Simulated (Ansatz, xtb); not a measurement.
C3H5F3SSi: which of two structures lies lower

Structure X: `C[C@@H]1S[C@H]1[Si](F)(F)F`, a singlet. Structure Y: a triplet given by its coordinates. Both are isolated molecules in the gas phase, relaxed with B3LYP-D3(BJ)/def2-SVP.

X (Å):

```xyz
13

C    -0.5053   -2.3402   -1.7998
C    -1.5538   -1.4811   -1.1391
C    -1.5857   -1.3576    0.3493
F    -4.3548   -0.8119    0.1681
F    -3.6376   -2.6044    1.8913
F    -3.1849   -0.1171    2.3852
S    -1.0733    0.1795   -0.5315
Si   -3.2027   -1.2120    1.2132
H    -0.8262   -3.3959   -1.8000
H    -0.3498   -2.0340   -2.8452
H     0.4561   -2.2629   -1.2706
H    -2.5284   -1.4733   -1.6411
H    -0.7722   -1.8575    0.8903
```

Y (Å):

```xyz
13

C     0.4353   -0.5426    1.1437
C     0.2312   -1.0278   -0.2643
C     0.0990   -0.0332   -1.3885
F     2.6203    1.0904   -0.6307
F     1.5922    1.9722   -2.8366
F     2.6084   -0.4056   -2.7442
S     0.7921   -2.6208   -0.6522
Si    1.7426    0.6630   -1.9121
H    -0.3098    0.2366    1.3800
H     0.3154   -1.3534    1.8786
H     1.4386   -0.0976    1.2914
H    -0.3834   -0.4758   -2.2780
H    -0.5443    0.8051   -1.0666
```

Close contacts (Å): C1–C2 1.50, C2–C3 1.51, C2–S7 1.73, C3–Si8 1.86, F4–Si8 1.61, F5–Si8 1.61, F6–Si8 1.61, C1–H9 1.10, C1–H10 1.10, C1–H11 1.11, C3–H12 1.10, C3–H13 1.10.

Task: Estimate which is lower in electronic energy at CCSD(T)/def2-SVP + ΔMP2/def2-TZVPP, and by roughly how much.

Result: The CCSD(T)/def2-SVP + ΔMP2/def2-TZVPP calculation puts structure X lower, by 2.131 eV.

How the difference moves with the method:

```tsv
level	geometry	E(Y) − E(X) (eV)	departure from the last row (eV)	job, with rough time for the two
B3LYP-D3(BJ)/def2-SVP	B3LYP-D3(BJ)/def2-SVP	+1.744	−0.387	optimisation, 81 s
HF/def2-SVP	B3LYP-D3(BJ)/def2-SVP	+0.938	−1.194	part of the CCSD(T) run
MP2/def2-SVP	B3LYP-D3(BJ)/def2-SVP	+2.122	−0.009	part of the CCSD(T) run
CCSD(T)/def2-SVP	B3LYP-D3(BJ)/def2-SVP	+1.876	−0.255	single point
CCSD(T)/def2-SVP + ΔMP2/def2-TZVPP	B3LYP-D3(BJ)/def2-SVP	+2.131		single point, 3.6 min
```

None of the levels shown reverses the order. The largest departure from CCSD(T)/def2-SVP + ΔMP2/def2-TZVPP is that of HF/def2-SVP, 1.194 eV. At CCSD(T)/def2-SVP + ΔMP2/def2-TZVPP a singlet with the links of Y lies below this triplet. Levels run at GFN2-xTB geometries aren't shown. The last row adds to CCSD(T) the change of the MP2 difference between the two basis sets, here +0.255 eV, a large step that makes the value less sure.

With thermal terms from frequencies at re-optimised GFN2-xTB minima (ideal gas, soft modes damped towards free rotors, one conformer each, 298.15 K, 1 atm): on the last row, ΔE + ΔZPE = +2.057, ΔH = +2.082, ΔG = +2.017 eV.

Open shells are spin-unrestricted. The correlated steps freeze 16 core orbitals. ΔG holds the spin degeneracy. Mirror images aren't counted in ΔG. Programs: Ansatz 0.2.0, xtb 6.7.1; the last row on 4 threads of Arm Neoverse V2 on a shared host.
